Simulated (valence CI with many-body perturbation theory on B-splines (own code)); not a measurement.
## Ladder of approximations for Ir⁴⁴⁺

Calculated by valence CI with perturbative core correlation (CI+MBPT): five valence electrons over a frozen Dirac-Fock core [Ar] 3d10, a basis of 9 s, 9 p, 8 d, 6 f, 3 g, 1 h functions for each j, with the one-electron correlation potential Σ1 (screened to all orders), the two-electron term Σ2, the three-electron term Σ3, Breit, model QED; selected single and double excitations, second order for the rest (own B-spline code, finite nucleus).

The last digits are not significant, and no measured levels were compared; by estimate large intervals hold to a few tenths of a per cent, small ones and those within an open d or f shell to about a per cent. Among the levels kept, up to 310 cm⁻¹ of a level comes from second order outside the variational space, and about a tenth of that is noise between levels of different J, which matters for small intervals.

Each rung adds one term. CI alone is the Dirac-Coulomb CI over the frozen core; QED comes last and gives the full result, which names the levels. Energies are above (4s^2 4p1/2^2 4p3/2) J=3/2 on the same rung, in eV.

Levels are named by their leading jj configuration (3d3/2^4 stands for four electrons in 3d with j = 3/2), which in mixed levels can hold well under half, so a name can repeat and another be missing. Letters in brackets count levels of one name in rising energy.

| Level | CI alone | Σ1 | Σ2 | Σ3 | Breit | QED | Full |
| --- | --- | --- | --- | --- | --- | --- | --- |
| (4s^2 4p1/2 4p3/2^2) J=3/2 | 112.04 | +0.285 | +0.304 | +0.025 | -1.327 | +0.126 | 111.45 |
| (4s^2 4p1/2 4p3/2^2) J=5/2 | 117.98 | +0.286 | +0.224 | +0.007 | -1.393 | +0.125 | 117.22 |
| (4s^2 4p1/2 4p3/2^2) J=1/2 | 125.31 | +0.287 | +0.119 | -0.016 | -1.308 | +0.124 | 124.51 |
| (4s^2 4p1/2^2 4d3/2) J=3/2 | 165.75 | -0.242 | -0.177 | +0.038 | -0.387 | -0.295 | 164.69 |
| (4s^2 4p1/2^2 4d5/2) J=5/2 | 196.72 | -0.098 | -0.334 | +0.041 | -0.894 | -0.323 | 195.11 |
| (4s 4p1/2^2 4p3/2^2) J=5/2 | 220.41 | +0.133 | +0.024 | +0.048 | -0.360 | -1.176 | 219.08 |
| (4s 4p1/2^2 4p3/2^2) J=1/2 | 234.78 | +0.166 | -0.114 | +0.026 | -0.264 | -1.260 | 233.34 |
| (4s 4p1/2^2 4p3/2^2) J=3/2 | 237.11 | +0.159 | -0.381 | +0.035 | -0.352 | -1.209 | 235.36 |
| (4s^2 4p3/2^3) J=3/2 | 238.42 | +0.572 | +0.408 | +0.003 | -2.631 | +0.243 | 237.01 |
| (4s^2 4p1/2 4p3/2 4d3/2) J=5/2 [a] | 277.15 | +0.040 | +0.110 | +0.069 | -1.772 | -0.159 | 275.44 |
| (4s^2 4p1/2 4p3/2 4d3/2) J=3/2 [a] | 277.63 | +0.044 | +0.058 | +0.068 | -1.721 | -0.181 | 275.90 |
| (4s^2 4p1/2 4p3/2 4d3/2) J=1/2 [a] | 277.80 | +0.042 | +0.083 | +0.071 | -1.691 | -0.166 | 276.14 |
| (4s^2 4p1/2 4p3/2 4d3/2) J=7/2 | 283.14 | +0.043 | +0.059 | +0.049 | -1.863 | -0.154 | 281.27 |
| (4s^2 4p1/2 4p3/2 4d3/2) J=5/2 [b] | 299.46 | +0.053 | -0.877 | -0.002 | -1.771 | -0.172 | 296.69 |
| (4s^2 4p1/2 4p3/2 4d3/2) J=3/2 [b] | 301.09 | +0.061 | -1.112 | -0.007 | -1.643 | -0.248 | 298.14 |
| (4s^2 4p1/2 4p3/2 4d3/2) J=1/2 [b] | 301.91 | +0.057 | -0.961 | -0.003 | -1.655 | -0.215 | 299.14 |
| (4s^2 4p1/2 4p3/2 4d5/2) J=7/2 [a] | 302.43 | +0.152 | +0.067 | +0.077 | -2.258 | -0.090 | 300.37 |
| (4s^2 4p1/2 4p3/2 4d5/2) J=3/2 [a] | 306.05 | +0.192 | +0.084 | +0.078 | -2.160 | -0.232 | 304.02 |
| (4s^2 4p1/2 4p3/2 4d5/2) J=9/2 | 309.09 | +0.154 | +0.019 | +0.049 | -2.383 | -0.090 | 306.84 |

The middle columns are the shifts that each term adds.

(1) How does the ionisation energy move along the ladder, and which term matters most?

## Answers

(1) CI alone 2260.5, + Σ1 2262.1, + Σ2 2262.4, + Σ3 2262.1, + Breit 2260.3, + QED 2260.2 eV. The largest step is Breit, -1.7 eV, with Σ1 about as large (1.6). NIST lists 2258 ± 4 eV (theoretical).
